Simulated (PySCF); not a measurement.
Isomers of C8H20Ge, mass 190.078 u with the commonest isotopes. Computed with PySCF, PBE0-D3(BJ)/def2-SVP geometry optimisation, gas phase. One conformer each, none proved a minimum here; rigid rotors.

Question: Order these by out-of-plane moment Σ m c² = (Ia + Ib − Ic)/2, smallest first.
A. `[CH3:1][CH2:2][Ge:3]([CH2:4][CH3:5])([CH2:6][CH3:7])[CH2:8][CH3:9]` with C1–C2–Ge3–C4 179°, C2–Ge3–C4–C5 -178°, C2–Ge3–C6–C7 57°, C2–Ge3–C8–C9 -55° (tetraethylgermane)
B. Ge(tBu)2H2 (`[H][Ge]([H])([C](C)(C)C)[C](C)(C)C`)
C. `[H][Ge]([H])([CH2]CCC)[CH2]CCC` (GeH2(nBu)2)

Answer: C (43.27 u·Å²), A (100.07 u·Å²), B (114.01 u·Å²).

Question: Order these by rotational constant B, smallest first.
A. `CCC[CH2][GeH2][CH2]CCC` (GeH2(nBu)2)
B. `[CH3:1][CH2:2][Ge:3]([CH2:4][CH3:5])([CH2:6][CH3:7])[CH2:8][CH3:9]` with C1–C2–Ge3–C4 179°, C2–Ge3–C4–C5 -178°, C2–Ge3–C6–C7 57°, C2–Ge3–C8–C9 -55° (tetraethylgermane)
C. `C[C](C)(C)[GeH2][C](C)(C)C` (Ge(tBu)2H2)

Answer: A (343.8 MHz), C (786.2 MHz), B (1125 MHz).

Question: Order these by rotational constant A, smallest first.
A. `[CH3:1][CH2:2][Ge:3]([CH2:4][CH3:5])([CH2:6][CH3:7])[CH2:8][CH3:9]` with C1–C2–Ge3–C4 179°, C2–Ge3–C4–C5 -178°, C2–Ge3–C6–C7 57°, C2–Ge3–C8–C9 -55°
B. Ge(tBu)2H2, `[H][Ge]([H])([C](C)(C)C)[C](C)(C)C`
C. GeH2(nBu)2, `[H][Ge]([H])([CH2]CCC)[CH2]CCC`

Answer: A (1140 MHz), B (1839 MHz), C (3043 MHz).

```tsv
SMILES	point group	Ia (u·Å²)	Ib (u·Å²)	Ic (u·Å²)	κ	μa (D)	μb (D)	μc (D)
[H][Ge]([H])([C](C)(C)C)[C](C)(C)C	C2	274.81	642.77	689.56	-0.90	0.00	0.73	0.00
C[CH2][Ge]([CH2]C)([CH2]C)[CH2]C	–	443.21	449.41	692.49	0.92	0.01	0.00	0.00
[H][Ge]([H])([CH2]CCC)[CH2]CCC	–	166.07	1470.07	1549.59	-0.99	0.00	0.77	0.01
```
